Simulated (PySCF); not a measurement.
Cu(CO), CCuO (doublet state).
Structure used (PBE0-D3(BJ)/def2-SVP), in Å, numbered top down from 1:
```
atom  x, y, z in Å
Cu1   -0.148    0.067   -1.594
C2     0.281   -0.156    0.277
O3    -0.133    0.090    1.316
```

Computed with PBE0-D3(BJ)/def2-SVP geometry optimisation, gas phase (PySCF 2.14.0).

Masses are those of the commonest isotopes; rigid-rotor values at the optimised geometry. 

Give the principal moments of inertia and the rotational constants in MHz.

Ia = 2.08, Ib = 125.42, Ic = 127.50 u·Å²; 505379 MHz·u·Å²/I gives A = 242875, B = 4030, C = 3964 MHz.

Classify the top.

A near-prolate asymmetric top: κ = (2 × 4030 − 242875 − 3964)/(242875 − 3964) = -1.00.

Where do the levels up to J = 5 lie, in cm⁻¹?

Above 0(0,0):
J = 1: 1(0,1) 0.2666, 1(1,1) 8.2336, 1(1,0) 8.2358
J = 2: 2(0,2) 0.7999, 2(1,2) 8.7647, 2(1,1) 8.7713, 2(2,1) 32.6724, 2(2,0) 32.6724
J = 3: 3(0,3) 1.5998, 3(1,3) 9.5613, 3(1,2) 9.5745, 3(2,2) 33.4722, 3(2,1) 33.4722, 3(3,1) 73.3128, 3(3,0) 73.3128
J = 4: 4(0,4) 2.6663, 4(1,4) 10.6234, 4(1,3) 10.6454, 4(2,3) 34.5388, 4(2,2) 34.5388, 4(3,2) 74.3793, 4(3,1) 74.3793, 4(4,1) 130.1562, 4(4,0) 130.1562
J = 5: 5(0,5) 3.9994, 5(1,5) 11.9511, 5(1,4) 11.9840, 5(2,4) 35.8719, 5(2,3) 35.8719, 5(3,3) 75.7125, 5(3,2) 75.7125, 5(4,2) 131.4893, 5(4,1) 131.4893, 5(5,1) 203.2023, 5(5,0) 203.2023

Predict some low-J microwave lines.

The dipole components are |μa| = 0.63 D, |μb| = 0.48 D, |μc| = 0.00 D; the mirror of this Cs structure is the ab plane, so μc vanishes by symmetry and there are no c-type lines. The squared components, which scale the intensities, stand as 1.00 : 0.59 (a : b). Some lines, for components of 0.1 D or more:

| type | branch | J(Ka,Kc) | MHz | lower level (cm⁻¹) |
| --- | --- | --- | --- | --- |
| a | R | 1(0,1) ← 0(0,0) | 7993 | 0.000 |
| a | R | 2(1,2) ← 1(1,1) | 15921 | 8.234 |
| a | R | 2(0,2) ← 1(0,1) | 15987 | 0.267 |
| a | R | 2(1,1) ← 1(1,0) | 16052 | 8.236 |
| b | Q | 1(1,0) ← 1(0,1) | 238911 | 0.267 |
| b | Q | 2(1,1) ← 2(0,2) | 238977 | 0.800 |
| b | R | 1(1,1) ← 0(0,0) | 246839 | 0.000 |
| b | R | 2(1,2) ← 1(0,1) | 254766 | 0.267 |
| b | Q | 2(2,0) ← 2(1,1) | 716536 | 8.771 |
| b | Q | 2(2,1) ← 2(1,2) | 716733 | 8.765 |
| b | R | 2(2,1) ← 1(1,0) | 732588 | 8.236 |
| b | R | 2(2,0) ← 1(1,1) | 732654 | 8.234 |

For this open shell read J as N, the rotation without spin; fine and hyperfine splittings come on top. Stationary, but not proved a minimum. ⟨S²⟩ = 0.756 (exact for a doublet: 0.75). Zero-point vibration and centrifugal distortion are left out.

Time: 37 s wall. Hardware: Arm Neoverse V1, one thread, no GPU, on a shared host. These figures are those of the optimisation.

Neither the SCF state along the optimisation nor the shape of the open-shell metal species was proved the lowest: other solutions of the same spin, or a structure of lower symmetry, can lie below.
